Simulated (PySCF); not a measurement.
Species: hexafluoro-1,3-butadiene, C₄F₆.
SMILES: `FC(F)=C(F)C(F)=C(F)F`

The closed-shell SCF was solved with PySCF and density fitting under several settings on one GFN2-xTB geometry (grid level 2 and gas phase unless stated).

| settings | basis functions | SCF cycles | E (Eh) | HOMO (eV) | LUMO (eV) | dipole (D) |
| --- | --- | --- | --- | --- | --- | --- |
| PBE0/pcSseg-1 | 170 | 14 | -750.5859 | -7.09 | -1.19 | 0.00 |
| CAM-B3LYP/def2-SVPD | 218 | 13 | -750.6566 | -8.59 | -0.31 | 0.00 |
| PBE0/aug-pcSseg-1, start guess vsap, energy threshold 1e-06 Eh | 260 | 8 | -750.6249 | -7.14 | -1.23 | 0.00 |
| OLYP/aug-cc-pVDZ, energy threshold 1e-06 Eh, start guess atom | 230 | 9 | -751.3101 | -5.68 | -1.80 | 0.00 |
| wB97X/def2-SVPD, grid level 4 | 218 | 14 | -750.6907 | -9.48 | 0.80 | 0.00 |
| PBE0/IGLO-II, energy threshold 1e-07 Eh, damping 0.3 at the start, DIIS from the seventh cycle | 220 | 12 | -750.8669 | -7.07 | -1.17 | 0.00 |

Problem. Estimate the row for these settings: PBE0/6-31G*, IEF-PCM benzene, damping 0.2 at the start, DIIS from the seventh cycle, fitting basis def2-universal-jkfit.

Solution. 
```
                                                                                                               settings  basis functions  SCF cycles     E (Eh)  HOMO (eV)  LUMO (eV)  dipole (D)
PBE0/6-31G*, IEF-PCM benzene, damping 0.2 at the start, DIIS from the seventh cycle, fitting basis def2-universal-jkfit              140          14  -750.6310      -6.51      -0.61        0.00
```

Problem. Over all rows, what range does the HOMO–LUMO gap span?

Solution. From 3.88 eV (OLYP/aug-cc-pVDZ, energy threshold 1e-06 Eh, start guess atom) to 10.28 eV (wB97X/def2-SVPD, grid level 4). The functional of the narrowest has no exact exchange, that of the widest range-separated exact exchange.

Problem. Compare two rows with the functional PBE0: PBE0/IGLO-II, energy threshold 1e-07 Eh, damping 0.3 at the start, DIIS from the seventh cycle and PBE0/aug-pcSseg-1, start guess vsap, energy threshold 1e-06 Eh. Which energy is lower, and by how much?

Solution. PBE0/IGLO-II, energy threshold 1e-07 Eh, damping 0.3 at the start, DIIS from the seventh cycle (220 functions) lies 0.2420 Eh or 152 kcal/mol below PBE0/aug-pcSseg-1, start guess vsap, energy threshold 1e-06 Eh (260 functions). The smaller set gives the lower energy; the two sets aren't nested, so the variational bound doesn't order them by size.

Cycle counts include a coarse-grid stage where the run had one. All basis functions are spherical, in the Pople sets too. The structure is a single GFN2-xTB conformer; no vibrational corrections.

Conformer computed: `[F:1][C:2]([F:3])=[C:4]([F:5])[C:6]([F:7])=[C:8]([F:9])[F:10]`: C2–C4–C6–F7 0°.
